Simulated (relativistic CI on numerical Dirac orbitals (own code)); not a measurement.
## Level scheme of Ba53+

These numbers are calculated, not measured: Dirac-Coulomb-Breit CI, orbitals from a KLI potential per configuration, a model potential for QED, unscaled Slater integrals (own radial code, finite nucleus).

Configuration list (outside the closed core 1s2): 2s, 2p, 3s, 3p, 3d, 4s, 4p, 4d, 4f, 5s, 5p, 5d, 5f, 5g, 6s, 6p, 6d. Levels of other configurations are missing.

The lowest level is 2s 2S_1/2, with 100 % of that term; Hund's rules for 2s give 2S with J = 1/2, in agreement.

```tsv
No.	Configuration	Term	J	E (eV)	%	Next component (%)	Lifetime (s)
1	2s	2S	1/2	0.00	100		
2	2p	2P°	1/2	126.32	100		1.76e-10
3	2p	2P°	3/2	562.77	100		1.83e-12
4	3s	2S	1/2	5973.66	100		1.24e-14
5	3p	2P°	1/2	6008.40	100		4.69e-15
6	3p	2P°	3/2	6138.14	100		5.61e-15
7	3d	2D	3/2	6148.79	100		1.71e-15
8	3d	2D	5/2	6187.94	100		1.81e-15
9	4s	2S	1/2	8031.95	100		1.83e-14
10	4p	2P°	1/2	8046.15	100		8.03e-15
11	4p	2P°	3/2	8100.68	100		9.31e-15
12	4d	2D	3/2	8105.15	100		3.94e-15
13	4d	2D	5/2	8121.72	100		4.21e-15
14	4f	2F°	5/2	8121.93	100		8.27e-15
15	4f	2F°	7/2	8130.07	100		8.43e-15
16	5s	2S	1/2	8973.81	100		2.89e-14
17	5p	2P°	1/2	8980.95	100		1.37e-14
18	5p	2P°	3/2	9008.76	100		1.56e-14
19	5d	2D	3/2	9011.04	100		7.54e-15
20	5d	2D	5/2	9019.53	100		8.08e-15
21	5f	2F°	5/2	9019.65	100		1.59e-14
22	5g	2G	7/2	9023.82	100		2.72e-14
23	5f	2F°	7/2	9023.82	100		1.62e-14
24	5g	2G	9/2	9026.31	100		2.74e-14
25	6s	2S	1/2	9481.26	100		4.42e-14
26	6p	2P°	1/2	9485.34	100		2.19e-14
27	6p	2P°	3/2	9501.38	100		2.49e-14
28	6d	2D	3/2	9502.70	100		1.29e-14
29	6d	2D	5/2	9507.60	100		1.38e-14
```

Energies count from the lowest computed level; ° marks odd parity; lifetimes are radiative, by E1, M1, E2, M2 decay to levels of this space only.

The mean weight of the leading LS term, summed over parents, in these 29 levels is 100 %, and that of the leading jj configuration (from the same eigenvectors) 100 %.

At this charge energies of transitions that change n are usually good to better than 1 %, and those within a shell (Δn = 0) to a few per cent.
